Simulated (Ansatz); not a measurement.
`[OH][GeH]([F])[GeH3]` + H₂ → `[OH][GeH2][F]` + GeH₄  (hydrogenolysis of a Ge–Ge bond)

Program: Ansatz. Geometries: PBE0-D4/def2-TZVP. ΔE: electronic, gas phase. CBS: MP2 limit from def2 TZ/QZ plus the TZ coupled-cluster correction, frozen cores. This one scheme is used for every species. Functionals use def2-TZVPP. B3LYP here is the variant with VWN-RPA as its local correlation; programs differ in this. For Ge outer-core shells are correlated without core-valence functions, which leaves a few kJ/mol of doubt a bond. Scalar relativity is left out up to krypton. Each species was taken in one conformer, which may not be the lowest.

Problem. Is it downhill or uphill in electronic energy at CCSD(T)/CBS, and by how much? (Best estimate.)

Solution. Ansatz gave: Uphill: ΔE = +0.10 eV.

Problem. What do these levels give: revPBE-D4, r2SCAN-D4, B97M-V, B3LYP-D4, ωB97X-V, B2PLYP, PBE, r2SCAN, BHLYP, HF/def2-TZVPP, MP2/def2-QZVPP, SCS-MP2/def2-QZVPP? (Best estimate.)

Solution. The calculation gave: revPBE-D4 0.19, r2SCAN-D4 0.12, B97M-V -0.05, B3LYP-D4 0.11, ωB97X-V 0.04, B2PLYP 0.04, PBE 0.13, r2SCAN 0.10, BHLYP -0.05, HF/def2-TZVPP -0.21, MP2/def2-QZVPP 0.12, SCS-MP2/def2-QZVPP 0.04 eV.

Largest T1 diagnostic among the species: 0.012.

From PBE to PBE0 (25 % exact exchange), in def2-TZVPP and without D4, ΔE moves by −0.06 eV. At CCSD(T), def2-SVP lies −0.20 eV from the extrapolated value and def2-TZVPP −0.04 eV. In def2-TZVPP, CCSD(T) changes the Hartree–Fock value by +0.27 eV (the triples alone add +0.04 eV) and MP2 by +0.31 eV.
